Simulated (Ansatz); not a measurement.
The O3–H4 bond of GaH3O2 (SMILES [OH][GaH][OH]) is stretched (multiplicity 1, the rest rigid).
Geometry at rest (charge 0, multiplicity 1):
```json
[
 {"atom": "Ga", "x (Å)": "-0.2440", "y (Å)": "-0.1775", "z (Å)": "-0.1512"},
 {"atom": "H", "x (Å)": "-1.3542", "y (Å)": "-1.0163", "z (Å)": "-0.8271"},
 {"atom": "O", "x (Å)": "0.0204", "y (Å)": "1.5378", "z (Å)": "-0.5766"},
 {"atom": "H", "x (Å)": "0.7423", "y (Å)": "1.9403", "z (Å)": "-0.0819"},
 {"atom": "O", "x (Å)": "0.9023", "y (Å)": "-0.7560", "z (Å)": "1.1056"},
 {"atom": "H", "x (Å)": "0.7953", "y (Å)": "-1.6758", "z (Å)": "1.3651"}
]
```

Correlated levels freeze the cores. Filled d and f shells under p-block atoms count as core.

Programs: Ansatz (an electronic-structure program) with Gaussian orbitals. Values without a source in brackets are computed.

Energies above the point at 0.963 Å (the B3LYP-D3(BJ) bond length), FIC-MRCISD+Q on CASSCF(4,3)/cc-pVTZ (kcal/mol): 6.32 at 0.867 Å; 5.03 at 1.060 Å; 121.92 at 3.082 Å.

Q: Take the last value as the depth D of a Morse curve D(1 − e^(−a(R − R₀)))², fit a and R₀ to the two near points, and test it at 1.300 and 1.686 Å.

A: 
With D = 121.9, both near points (counted from the curve's value at 0.963 Å) are met by a = 2.25 Å⁻¹ and R₀ = 0.958 Å, so k = 2Da² = 1232 kcal/(mol Å²). The curve then gives 35.1 and 79.0 kcal/mol; the level itself gives 35.7 and 83.7, so Morse is off by -0.6 and -4.6.

Doubts at one or more of the structures used: active orbitals that take no part (FIC-MRCISD+Q on CASSCF(4,3)/cc-pVTZ).
